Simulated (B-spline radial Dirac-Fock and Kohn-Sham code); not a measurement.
# Photoemission from Bi⁵⁺ at 1980 eV, detector at θ = 60°, φ = 180°

System: Bi⁵⁺ in the configuration 1s2 2s2 2p6 3s2 3p6 3d10 4s2 4p6 4d10 4f14 5s2 5p6 5d10. Level of theory: Dirac-Hartree-Slater photoionisation with a Latter tail; cross sections with all multipoles, angular parameters from the dipole term and its interference with E2; a radial finite-basis atomic code. Thresholds are orbital energies of the model. For linearly polarised light dσ/dΩ = σ/(4π) [1 + β P₂(cos θ) + (δ + γ cos²θ) sin θ cos φ], with θ from the polarisation vector and φ the angle between the beam and the projection of the electron momentum on the plane normal to the polarisation. The dipole factor is 1 + βP₂ and the non-dipole term is the rest of the bracket. Open shells are filled statistically over j.

```
subshell  threshold (eV)  σ (kb)     β      γ       δ  dipole factor  non-dipole term  dσ/dΩ (kb/sr)
      4s           981.5    18.7  1.82   0.68   0.000          0.772           -0.147          0.931
   4p1/2           857.5    21.7  1.49   0.46   0.011          0.814           -0.110           1.22
   4p3/2           726.7    58.4  1.46   0.24   0.006          0.817           -0.057           3.53
   4d3/2           522.5    76.9  1.20  -0.05   0.010          0.850           +0.003           5.22
   4d5/2           497.9     110  1.28  -0.06   0.010          0.840           +0.003           7.40
   4f5/2           231.1    62.0  1.06   0.30   0.097          0.867           -0.149           3.54
   4f7/2           225.3    78.3  1.06   0.31   0.098          0.868           -0.152           4.46
      5s           224.1    4.95  1.85   0.45  -0.001          0.769           -0.097          0.265
   5p1/2           180.2    5.12  1.65   0.25  -0.005          0.793           -0.050          0.303
   5p3/2           154.2    12.3  1.60   0.12  -0.003          0.800           -0.023          0.758
   5d3/2           91.27    10.6  1.33  -0.04   0.012          0.834           -0.002          0.703
   5d5/2           87.82    14.9  1.38  -0.03   0.011          0.827           -0.003          0.979
```

Values without a named source are computed, but for edge energies of neutral atoms, which are taken from tables.
